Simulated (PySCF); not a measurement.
In(H)(OH)2 (H3InO2), SMILES [OH][InH][OH]. Atoms are numbered in the order given.

```xyz
6

In    -0.2983     0.0032     0.0000
H     -1.9956    -0.0200     0.0000
O      0.8182     1.6489     0.0000
H      1.7570     1.4298     0.0000
O      0.9703    -1.5437     0.0000
H      0.5463    -2.4078     0.0000
```
Charge 0, spin multiplicity 1.

Coordinates come from a B3LYP-D3(BJ)/def2-TZVP optimisation. The def2 effective core potentials stand for the cores of In; spin–orbit coupling is left out. One conformer was computed; it need not be the lowest.

Level of theory: M06-2X/def2-TZVPD in PySCF.

Mulliken values depend strongly on the basis, most of all with diffuse functions as here. ESP charges are fitted to the potential on shells at 1.4 to 2.0 van der Waals radii. Atomic charges (e):

```tsv
atom	ESP fit	Mulliken
In1	[?]	1.26
H2	[?]	-0.15
O3	[?]	-0.89
H4	[?]	0.35
O5	[?]	-0.91
H6	[?]	0.34
```

Question: Some entries are withheld; supply them. (Estimate from the structure and the level; the computed values follow.)

Answer: 
- In1, ESP fit: 1.04
- H2, ESP fit: -0.20
- O3, ESP fit: -0.79
- H4, ESP fit: 0.40
- O5, ESP fit: -0.79
- H6, ESP fit: 0.34
